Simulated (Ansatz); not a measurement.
Input for Ansatz (development build ahead of 0.2.0):

```yaml
crystal:
  periodic: [false, false, false]
  atoms:
    - { symbol: Ag, position_ang: [0.07219, -0.01137, -0.06755] }
    - { symbol: H, position_ang: [-0.04931, 0.0565, 2.38305] }
basis:
  gaussian: { orbitals: def2-SVP }
hamiltonian:
  xc: hf
```

The input is written out in the form of the current development build from the run's settings. The basis set brings a core potential for Ag, so the total leaves out those core electrons.

Results

| Quantity | Value |
| --- | --- |
| Converged | yes |
| Total energy | -146.58271 hartree |
| Spin squared of the determinant | 0.000 |

Caution: stretched shape with no unrestricted run beside it, a lower state can exist.
